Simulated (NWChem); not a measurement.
System: BF₂ cation

```xyz
3

F      0.0000     0.0000    -1.2264
B      0.0000     0.0000     0.0000
F      0.0000     0.0000     1.2264
```
Atoms are numbered in this order, from 1.

Computed with NWChem. Coordinates come from a PBE0-D3(BJ)/def2-TZVP optimisation. B3LYP is NWChem's, with the RPA form of VWN correlation. Vertical excitations in the gas phase; the lowest state need not have the same character in each row.

Among these, which level gives the highest value of “lowest excitation, singlet (eV)”?
A. B3LYP/aug-cc-pVDZ, full TDDFT
B. BHandHLYP/aug-cc-pVDZ, full TDDFT
C. PBE0/aug-cc-pVDZ, full TDDFT

B, BHandHLYP/aug-cc-pVDZ, full TDDFT. Values: B3LYP/aug-cc-pVDZ, full TDDFT 11.73; PBE0/aug-cc-pVDZ, full TDDFT 11.94; BHandHLYP/aug-cc-pVDZ, full TDDFT 12.58
